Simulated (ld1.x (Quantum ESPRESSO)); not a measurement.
**Ranking RRKJ potentials for boron (B)**

All share these settings but for the change named:

B, norm-conserving RRKJ (Kleinman–Bylander form), made with ld1.x (Quantum ESPRESSO) 7.5 (LDA (PZ), scalar-relativistic). Core [He], reference 2s1.75 2p1.25. Waves: 2p (bound): rc 3.95 bohr; 2s (bound): rc 1.50 bohr. Local part: the s channel. Core correction: Bessel-smoothed model core, default radius (core density twice the valence density).

Test errors are all-electron minus pseudo excitation energies from the reference, over 2s2 2p1; 2s2 2p0; 2s1 2p0; 2s2 2p0.5; 2s1 2p1; 2s2 2p1.3; 2s1 2p2. None of these files shows a bound ghost.

The base gives 998.0 meV.

Of 12 variants that were run, those that failed, showed a ghost or another fault, or gave nearly equal values are left out.

A variant can come out equal or close to the base, since the largest error may sit in a test that the change hardly touches while other tests move.

**Question.** Rank these variants by their largest absolute test error, smallest first.
A. local potential the p channel
B. all radii but the core radius scaled by about 1.13 (s 1.70, p 4.48 bohr)
C. wave 2p (bound): rc 3.95 bohr becomes 2p (bound): rc 4.62 bohr
D. core correction Bessel-smoothed model core inside 1.32 bohr

**Answer.** A (744.2 meV), D (1007.2 meV), B (1467.3 meV), C (1689.6 meV).
